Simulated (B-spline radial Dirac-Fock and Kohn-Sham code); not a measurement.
Elastic and transport cross sections of boron for positrons

Model: relativistic (Dirac) partial waves in the static field of the Dirac-Fock atom, without polarisation or absorption potentials. Program: a radial finite-basis atomic code. σ_tr1 and σ_tr2 weight the cross section with 1 − P₁ and 1 − P₂ of cos θ; "backward" is the share scattered beyond 90°.

```
energy (eV)  σ (a₀²)  σ_tr1 (a₀²)  σ_tr2 (a₀²)  σ/σ_tr1  backward (%)
        361     3.55        0.308        0.666     11.5           1.4
        397     3.31        0.270        0.587     12.3           1.3
        930     1.71       0.0789        0.178     21.6          0.64
       1150     1.43       0.0571        0.130     25.0          0.54
       1690        ?            ?            ?        ?             ?
       1900    0.921       0.0260       0.0601     35.4          0.35
       3890    0.478      0.00798       0.0190     59.9          0.18
       8250    0.236      0.00218      0.00535      108         0.086
      10200    0.193      0.00150      0.00371      129         0.069
      11400    0.174      0.00123      0.00306      141         0.062
      15600    0.129     0.000705      0.00177      183         0.045
      24400   0.0851     0.000317     0.000807      269         0.028
      82400   0.0296     3.63e-05     9.61e-05      815        0.0068
     111000   0.0235     2.16e-05     5.77e-05     1090        0.0046
     129000   0.0211     1.67e-05     4.48e-05     1270        0.0038
     150000   0.0190     1.29e-05     3.48e-05     1470        0.0031
```

Question: Fill in the row for 1.69 keV.

Answer: σ = 1.02 a₀², σ_tr1 = 0.0314 a₀², σ_tr2 = 0.0722 a₀², σ/σ_tr1 = 32.6, backward 0.39 %. The ratio σ/σ_tr1 is roughly the number of elastic collisions that randomise the direction.

Values without a named source are computed, but for edge energies of neutral atoms, which are taken from tables.
